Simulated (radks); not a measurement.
Results of a calculation; reference values are marked as such.
Question: Ionisation of the chromium ion Cr+, [Ar] 3d5, to Cr2+, [Ar] 3d4, under several functionals. Scalar-relativistic Kohn-Sham, spin-unpolarised, spherical densities, point nucleus; a radial shooting solver on a logarithmic mesh with Libxc functionals. The NIST Atomic Spectra Database gives 16.486 eV (measured). Rank these functionals by the error of their Delta-SCF ionisation energy: XLYP; LDA (Slater exchange, VWN5 correlation); PBE; B86b exchange with PBE correlation.

Answer: From best to worst: LDA (Slater exchange, VWN5 correlation) 16.347 eV (-0.139); XLYP 16.135 eV (-0.351); B86b exchange with PBE correlation 16.077 eV (-0.409); PBE 16.052 eV (-0.434). Spin polarisation and multiplet splitting are left out, so open shells lie too high by an amount that depends on their filling.

Beside tabulated values, note that spin-unpolarised runs miss the spin-polarisation part of the exchange energy of open shells.
